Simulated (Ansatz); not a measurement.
H7NSeSi2, SMILES `N[SiH2][Se][SiH3]`, relaxed with RKS PBE-D4/def2-SVP in the Gaussian-basis code of Ansatz from a rough embedded geometry. The force threshold is 0.03 eV/Å; the program also tests the step.

Total charge 0; spin multiplicity 1.

Start:

```xyz
11

N     0.831    1.954   -1.488
Si    0.469    0.426   -0.711
Se   -0.598    0.872    1.218
Si   -0.778   -1.286    1.763
H    -0.048    2.410   -1.778
H     1.297    1.716   -2.468
H    -0.402   -0.382   -1.548
H     1.714   -0.255   -0.401
H    -1.501   -1.514    2.984
H     0.559   -1.917    1.792
H    -1.544   -2.024    0.637
```

```csv
step,energy (eV),largest force (eV/Å),largest move (Å)
1,-82676.2338,2.292,0.000
2,-82676.5564,1.417,0.160
3,-82676.6145,0.410,0.108
4,-82676.6351,0.283,0.065
5,-82676.6596,0.848,0.200
6,-82676.6946,0.286,0.200
7,-82676.7078,0.199,0.200
8,-82676.7200,0.090,0.101
9 (rejected),-82676.6180,2.125,0.195
10,-82676.7317,0.089,0.097
11,-82676.7343,0.549,0.099
12,-82676.7461,0.098,0.150
13,-82676.7470,0.024,0.028
```

End:

```xyz
11

N     0.562    1.690   -1.888
Si    0.717    0.369   -0.773
Se   -0.098    0.812    1.365
Si   -0.906   -1.308    1.718
H    -0.370    2.070   -2.077
H     1.247    2.449   -1.832
H    -0.059   -0.819   -1.276
H     2.184    0.059   -0.695
H    -1.479   -1.313    3.106
H     0.182   -2.344    1.627
H    -1.980   -1.664    0.725
```

It took 17 s on 4 threads of an Arm Neoverse V1 on a shared host, with 0.17 GiB of host memory at the peak.
